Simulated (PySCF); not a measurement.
Compound: C5H7FS.
Numbering: `[CH2:1]=[CH:2][CH2:3][C@:4]1([F:5])[CH2:6][S:7]1` (hydrogens: H8, H9 on C1; H10 on C2; H11, H12 on C3; H13, H14 on C6)

Vertical excitations from PySCF (density fitting, frozen core in the response, grid level 2 and gas phase unless stated; continuum runs use non-equilibrium linear response for the excitations) on a GFN2-xTB geometry. Reference run:

```
                              settings    S1, eV (f)    S2, eV (f)    S3, eV (f)    S4, eV (f)    S5, eV (f)    S6, eV (f)  T1, eV (Tamm–Dancoff)  mean α (au)
PBE0/def2-SVPD, full TDDFT, 6 singlets  4.92 (0.002)  5.99 (0.025)  6.55 (0.037)  6.68 (0.005)  6.75 (0.094)  7.08 (0.026)                   4.40         79.3
```

Question: What do these settings give: wB97X-D/6-31G*, start guess sap, full TDDFT, 1 singlet?

Answer: 
| settings | S1, eV (f) | S2, eV (f) | S3, eV (f) | S4, eV (f) | S5, eV (f) | S6, eV (f) | T1, eV (Tamm–Dancoff) | mean α (au) |
| --- | --- | --- | --- | --- | --- | --- | --- | --- |
| wB97X-D/6-31G*, start guess sap, full TDDFT, 1 singlet | 5.13 (0.001) | – | – | – | – | – | 4.64 | 64.4 |

S1 moves by +0.21 eV; functional and basis change together, so the shift can't be laid on one. States are counted by energy in each run and needn't keep their character from row to row.

All basis functions are spherical, in the Pople sets too.

Question: Which orbital pairs make up S1 in each run, and how does it sit against the orbital gap?

Answer: 
```json
{"settings": "PBE0/def2-SVPD, full TDDFT, 6 singlets", "S1 configurations (weight)": "H→L 0.80, H→L+1 0.17", "S1 (eV)": "4.92", "orbital gap (eV)": "6.53", "S1 − gap (eV)": "-1.61"}
{"settings": "wB97X-D/6-31G*, start guess sap, full TDDFT, 1 singlet", "S1 configurations (weight)": "H→L 0.71, H→L+1 0.26", "S1 (eV)": "5.13", "orbital gap (eV)": "10.48", "S1 − gap (eV)": "-5.35"}
```

The values belong to the conformer `[CH2:1]=[CH:2][CH2:3][C@:4]1([F:5])[CH2:6][S:7]1`: C1–C2–C3–C4 118°, C2–C3–C4–F5 70°.
